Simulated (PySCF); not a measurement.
2-fluorocyclopent-2-en-1-one (C₅H₅FO), SMILES O=C1C(F)=CCC1. Atoms are numbered in the order given.

```xyz
12

O      1.7565    -1.0517     0.0000
C      0.8495    -0.2601     0.0000
C      0.9398     1.2580     0.0000
C     -0.5078     1.7693     0.0000
C     -1.3535     0.5310     0.0000
C     -0.5993    -0.5755     0.0000
F     -1.0161    -1.8239     0.0000
H      1.5145     1.5810     0.8814
H      1.5145     1.5810    -0.8814
H     -0.7313     2.3953     0.8802
H     -0.7313     2.3953    -0.8802
H     -2.4452     0.5403     0.0000
```
Charge 0, spin multiplicity 1.

The structure is a stationary point at PBE0-D3(BJ)/def2-SVP. Other conformers were not sampled.

Two levels are set side by side: PBE/pcSseg-1 (PySCF) and PBE0/pcSseg-1 (PySCF). GIAO shifts against CFCl3 (¹⁹F), H2O (¹⁷O), TMS (¹H), TMS (¹³C) at the same level; non-relativistic, no solvent, atoms listed together averaged. Differences are taken from unrounded values.

| quantity | PBE |
|---|---|
| δ(¹⁷O) of O1 (ppm) | 612.0 |
| δ(¹³C) of C2 (ppm) | 198.7 |
| δ(¹³C) of C3 (ppm) | 36.9 |
| δ(¹³C) of C4 (ppm) | 26.7 |
| δ(¹³C) of C5 (ppm) | 143.4 |
| δ(¹³C) of C6 (ppm) | 170.4 |
| δ(¹⁹F) of F7 (ppm) | -156.2 |
| δ(¹H) of H8, H9 (ppm) | 2.47 |
| δ(¹H) of H10, H11 (ppm) | 2.78 |
| δ(¹H) of H12 (ppm) | 7.06 |

Q: These are the PBE values. What does PBE0 give? (Estimate from the structure and the level; the computed values follow.)

A: 
```json
[
 {"quantity": "δ(¹⁷O) of O1 (ppm)", "PBE0": "620.0", "PBE minus PBE0": "-7.9"},
 {"quantity": "δ(¹³C) of C2 (ppm)", "PBE0": "201.3", "PBE minus PBE0": "-2.6"},
 {"quantity": "δ(¹³C) of C3 (ppm)", "PBE0": "35.5", "PBE minus PBE0": "1.5"},
 {"quantity": "δ(¹³C) of C4 (ppm)", "PBE0": "24.9", "PBE minus PBE0": "1.9"},
 {"quantity": "δ(¹³C) of C5 (ppm)", "PBE0": "144.3", "PBE minus PBE0": "-0.9"},
 {"quantity": "δ(¹³C) of C6 (ppm)", "PBE0": "170.9", "PBE minus PBE0": "-0.5"},
 {"quantity": "δ(¹⁹F) of F7 (ppm)", "PBE0": "-145.7", "PBE minus PBE0": "-10.5"},
 {"quantity": "δ(¹H) of H8, H9 (ppm)", "PBE0": "2.50", "PBE minus PBE0": "-0.04"},
 {"quantity": "δ(¹H) of H10, H11 (ppm)", "PBE0": "2.73", "PBE minus PBE0": "0.05"},
 {"quantity": "δ(¹H) of H12 (ppm)", "PBE0": "7.16", "PBE minus PBE0": "-0.10"}
]
```

Rough cost on one machine, each run with all the roots and properties that it gave: PBE0 against PBE within a factor of 2.
